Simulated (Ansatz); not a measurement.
BiCl$_{2}$, doublet, at a GFN2-xTB geometry (such geometries of metal compounds can be far from the true shape) (the spin is typed, not shown lowest) (core potentials on Bi), atoms displaced at random by about 0.1 Å a coordinate. Base run: B3LYP/def2-SV(P) (Ansatz, an electronic-structure program).

Ansatz was given this input:
Ansatz 0.2 input:
```yaml
crystal:
  periodic: [false, false, false]
  atoms:
    - {symbol: Bi, position_ang: [0.12772525, 0.33241501, 0.46059554]}
    - {symbol: Cl, position_ang: [0.52554628, 0.49004618, -2.04989429]}
    - {symbol: Cl, position_ang: [-2.12179381, -0.36815587, 0.30099136]}
basis:
  gaussian:
    orbitals: def2-SV_P_.json
hamiltonian:
  xc: b3lyp
magnetization: {spin_polarized: true, initial_magnetization: 1}
relax: {}
```
The basis file holds def2-SV(P) in the JSON format of the Basis Set Exchange.

The base run was repeated with changes; each row names its change, and settings that it needs were set with it.

```tsv
change	ΔE vs base (kJ/mol)	optimiser steps	core-seconds (rough)
base	0.00	5	10
relax = escape_saddle: false	0.00	5	10
relax = max_displacement: 0.5	0.00	5	10
relax = f_tol: 0.002	0.00	6	10
relax = f_tol: 0.0005	0.00	6	10
relax = max_displacement: 0.02	0.00	9	20
relax = f_tol: 0.1	0.08	3	9
```
